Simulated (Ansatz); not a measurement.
Ideal-gas functions of `[NH2][Sc]([Cl])[Cl]` at 500 K and 1 bar, from an Ansatz frequency run at PBE0-D4/def2-TZVP.

Molar mass 131.89 g/mol, point group C2v (symmetry number 2), electronic degeneracy 1, moments of inertia 127.154, 302.896, 430.05 u Å². Harmonic wavenumbers (cm⁻¹, unscaled): 76, 89, 118, 346, 364, 407, 510, 548, 690, 1532, 3539, 3632.

Use S(trans) = R[1.5 ln M + 2.5 ln T − 1.1517]; rotational temperatures θ = 24.2544 K / I; S(rot) = R[ln(√π/σ · √(T³/θAθBθC)) + 1.5]; for each mode x = 1.438777 ν̃/T, S = R[x/(eˣ − 1) − ln(1 − e⁻ˣ)] and H = RT x/(eˣ − 1); 1 cm⁻¹ = 0.0119627 kJ/mol; R = 8.31446 J/(mol·K).

Task: By hand: the entropy, in J/(mol·K).

Result: Translation 180.5. Rotation: θ = 0.1907, 0.0801, 0.0564 K, giving 118.3. Vibration, mode by mode: 20.97, 19.66, 17.33, 8.69, 8.30, 7.46, 5.83, 5.34, 3.86, 0.55, 0.00, 0.00, in all 98.0. Electronic 0.0. Sum 396.8 J/(mol·K).

Task: By hand: H − E and G − E in kJ/mol, counted from the electronic energy.

Result: Zero-point energy ½ × 11851 × 0.0119627 = 70.9; thermal vibration 22.9; translation, rotation and pV give 4 RT = 16.6. H − E = 110.4 kJ/mol, and G − E = 110.4 − 500 × 396.8/1000 = -88.0 kJ/mol.

Vibration gives 25 % of the entropy, 58.0 J/(mol·K) of it from the modes under 150 cm⁻¹: soft modes count most, and the harmonic formula is weakest for them. The sum counts one conformer and one mirror image; others add a mixing term.
